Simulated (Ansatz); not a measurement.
Question: Name a neutral molecule of B, F, O, Si and H with LUMO energy (ωB97M-V/def2-TZVPP) between 0.90 and 1.20 eV and LUMO energy (PBE0/def2-TZVPP) between -1.00 and -0.70 eV (Ansatz, PBE0-D4/def2-TZVP geometry).

Answer: `OB(O)[SiH2]F` (1.10 eV, -0.76 eV); `BO[SiH2]F` (1.01 eV, -0.90 eV); `BO[SiH](O)F` (1.12 eV, -0.79 eV); `OB(F)[SiH2][SiH3]` (1.10 eV, -0.79 eV). Other molecules can fit too; these were computed, each in one conformer that needn't be the lowest.
